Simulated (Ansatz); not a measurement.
Total energies of BPH3F3 (relaxed from a model of B(PH3)F3, whose bonding it doesn't keep) from Ansatz at PBE-D4/def2-TZVP, gas phase (1 Eh = 27.2114 eV = 2625.5 kJ/mol). The reference geometry is relaxed at PBE-D4/def2-SVP.

```csv
atom,x (Å),y (Å),z (Å)
B1,-0.841,1.027,-0.934
P2,0.590,-0.722,0.652
H3,1.208,-0.285,1.871
H4,1.748,-1.415,0.165
H5,-0.019,-1.885,1.230
F6,0.196,1.832,-1.165
F7,-1.714,1.342,0.022
F8,-1.168,0.105,-1.840
```

```tsv
state	geometry	energy (Eh)
charge 0 singlet	reference	-667.37747
charge 1 doublet	reference	-666.97993
charge 1 doublet	relaxed at PBE-D4/def2-SVP	-667.02207
free B atom (doublet)	–	-24.61008
free P atom (quartet)	–	-341.10299
free H atom (doublet)	–	-0.49962
free F atom (doublet)	–	-99.66912
```

**Question.** Work out the vertical ionisation energy to the doublet.

**Answer.** E(charge 1 doublet) − E(charge 0 singlet) = -666.97993 − (-667.37747) = 0.39754 Eh = 10.82 eV. For comparison, −ε of the highest occupied level is 7.35 eV at this level, 3.47 eV less.

**Question.** How much does the charge 1 doublet relax, and what is the adiabatic ionisation energy?

**Answer.** Relaxation: -666.97993 − (-667.02207) = 0.04214 Eh = 1.15 eV. Adiabatic ionisation energy: 0.35540 Eh = 9.67 eV, without zero-point energy. 

**Question.** What is the binding energy per atom against free atoms?

**Answer.** Atoms: 1 × (-24.61008) + 1 × (-341.10299) + 3 × (-0.49962) + 3 × (-99.66912) = -666.21929 Eh. Binding: -666.21929 − (-667.37747) = 1.15818 Eh = 31.52 eV, or 3.94 eV for each of 8 atoms (no zero-point energy, no counterpoise term).
